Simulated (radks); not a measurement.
Values are calculated unless marked as measured or tabulated.
Q: Xe I, 54 electrons, occupied as [Xe]. Level of theory: scalar-relativistic Kohn-Sham, PBE, spin-polarised, spherical densities, finite nucleus; Fermi nuclear charge, rms radius 4.7859 fm (a radial shooting solver on a logarithmic mesh with Libxc functionals). Some entries of the table are withheld. Estimate them.

| orbital | occ. | eigenvalue (eV) | <r^2> (bohr^2) | <1/r> (bohr^-1) |
|---|---|---|---|---|
| 1s | 2 | -34370.41 | 0.0009638 | (1) |
| 2s | 2 | -5349.172 | 0.01549 | 13.33 |
| 2p | 6 | -4799.932 | 0.01228 | (2) |
| 3s | 2 | -1094.125 | 0.1073 | (3) |
| 3p | 6 | -916.7169 | 0.1074 | 4.552 |
| 3d | 10 | -653.6079 | 0.09328 | 4.311 |
| 4s | 2 | (4) | 0.5800 | 1.951 |
| 4p | 6 | -141.2692 | 0.6661 | 1.790 |
| 4d | 10 | -59.3845 | (5) | 1.512 |
| 5s | 2 | -19.7401 | 3.926 | 0.7028 |
| 5p | 6 | -8.2347 | 6.181 | 0.5610 |

A: 
(1) 1s <1/r> (bohr^-1): 58.10
(2) 2p <1/r> (bohr^-1): 12.73
(3) 3s <1/r> (bohr^-1): 4.792
(4) 4s eigenvalue (eV): -197.4426
(5) 4d <r^2> (bohr^2): 0.8980
